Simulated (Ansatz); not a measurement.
The same path of CH3BNO (7 atoms, charge 0, multiplicity 2) was run twice with different band settings. The coordinate that changes most is the dihedral H5–N1–B2–C3.

The calculation used Ansatz, UKS PBE0-D4/def2-mTZVP.

Relaxed end points:

```xyz
7
Properties=species:S:1:pos:R:3
N 0.151 1.114 0.017
B 0.344 -0.267 -0.194
C -0.634 -1.302 0.210
O -1.363 -2.159 0.504
H 0.836 1.791 -0.271
H -0.658 1.522 0.456
H 1.324 -0.699 -0.721
```

```xyz
7
Properties=species:S:1:pos:R:3
N 0.150 1.114 0.017
B 0.345 -0.267 -0.195
C -0.635 -1.302 0.210
O -1.364 -2.160 0.504
H -0.658 1.522 0.456
H 0.836 1.790 -0.271
H 1.325 -0.699 -0.721
```

Common settings: movable images 5; climbing image yes; spring 5.0 eV/Å²; optimiser quadratic models (default); start path through a guess of the saddle point; force threshold 0.03 eV/Å; end points relaxed.

| run | iteration limit |
| --- | --- |
| 1 | 60 |
| 2 | 3 |

What does each run give, and how far can it be trusted?

Run 1: converged after 8 iterations, highest image 0.644 eV above the first end. A vibrational analysis at the climbing image gives one clearly imaginary mode, 509i cm⁻¹: a first-order saddle point.
Run 2: not converged after 3 iterations, highest image 0.748 eV above the first end. The band didn't meet its force threshold, so its energies are provisional: the largest band force was still 1.20 eV/Å, and over the last iterations the top moved between 0.75 and 5.56 eV.
